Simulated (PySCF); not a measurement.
# What went wrong, or what changed?

The sound run of TlBr3 (singlet) uses PySCF 2.14.0, RKS B3LYP, Tl def2-SVP with ECP60, Br def2-SVP; non-relativistic Hamiltonian with scalar-relativistic core potentials where named; density fitting; no spin-orbit coupling, grid (50, 194), threshold 1e-8 and 55 cycles at the relaxed geometry. This run, with dm0 from free metal ions and neutral atoms, differs:

```python
mol = gto.M(atom='''
Tl     0.00000    -0.00000    -0.00000
Br     2.55915    -0.00003    -0.00000
Br    -1.27954     2.21630    -0.00000
Br    -1.27960    -2.21627     0.00000''',
    basis={'Tl': 'def2-SVP', 'Br': 'def2-SVP'},
    ecp={'Tl': 'def2-SVP'},
    charge=0, spin=3)
mf = dft.UKS(mol, xc='B3LYP')
mf.grids.atom_grid = (50, 194)
mf = mf.density_fit()  # fitting sets: Tl def2-universal-JKFIT, Br def2-universal-JKFIT
mf.conv_tol = 1e-08; mf.max_cycle = 59
mf.kernel(dm0)
```

Question: What was changed, and how did it end?

Answer: The spin was changed. The program refused it. The cycle limit differs too. These settings are unsound on purpose: the numbers aren't the compound's.
```
RuntimeError: Electron number 126 and spin 3 are not consistent
Note mol.spin = 2S = Nalpha - Nbeta, not 2S+1
```

Run from Python with OMP_NUM_THREADS=2; the lines above give its settings.
